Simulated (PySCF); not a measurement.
## Charge-transfer reorganisation: `InChI=1S/C4H6SSi/c6-4-2-1-3-5-4/h1-3H,6H3`

Molfile (atoms numbered from 1):
```
C4H6SSi
     RDKit          3D

 12 12  0  0  0  0  0  0  0  0999 V2000
    2.2107   -0.1018   -0.2006 Si  0  0  0  0  0  4  0  0  0  0  0  0
    0.3494   -0.1228   -0.1774 C   0  0  0  0  0  0  0  0  0  0  0  0
   -0.4543    0.5050    0.7357 C   0  0  0  0  0  0  0  0  0  0  0  0
   -1.8449    0.3207    0.4934 C   0  0  0  0  0  0  0  0  0  0  0  0
   -2.0721   -0.4495   -0.6035 C   0  0  0  0  0  0  0  0  0  0  0  0
   -0.6140   -0.9485   -1.3361 S   0  0  0  0  0  0  0  0  0  0  0  0
    2.7349    0.6916   -1.3412 H   0  0  0  0  0  0  0  0  0  0  0  0
    2.7566   -1.4784   -0.3048 H   0  0  0  0  0  0  0  0  0  0  0  0
    2.6633    0.5175    1.0698 H   0  0  0  0  0  0  0  0  0  0  0  0
   -0.0628    1.0850    1.5650 H   0  0  0  0  0  0  0  0  0  0  0  0
   -2.6322    0.7400    1.1091 H   0  0  0  0  0  0  0  0  0  0  0  0
   -3.0261   -0.7526   -1.0155 H   0  0  0  0  0  0  0  0  0  0  0  0
  1  2  1  0
  2  3  2  0
  3  4  1  0
  4  5  2  0
  5  6  1  0
  6  2  1  0
  1  7  1  0
  1  8  1  0
  1  9  1  0
  3 10  1  0
  4 11  1  0
  5 12  1  0
M  END
```

Theory: UKS LC-wPBE/6-31G* four-point reorganisation energy, gas phase (PySCF 2.14.0). Geometry: LC-wPBE/6-31G*.

Task: What is the inner reorganisation energy for hole transfer, with the ionisation energy?

Result: λ = 0.312 (surface of the oxidised species) + 0.318 (surface of the starting species) = 0.630 eV. The ionisation energy is 8.94 eV vertical and 8.63 eV adiabatic without zero-point energy; at the relaxed geometry of the oxidised species the two energies differ by 8.31 eV. Largest bond changes: C2–C3 1.369 → 1.431 Å, Si1–C2 1.862 → 1.921 Å, C3–C4 1.423 → 1.369 Å, C4–C5 1.359 → 1.414 Å, Si1–H9 1.484 → 1.473 Å. ⟨S²⟩ of the relaxed oxidised species 0.783.
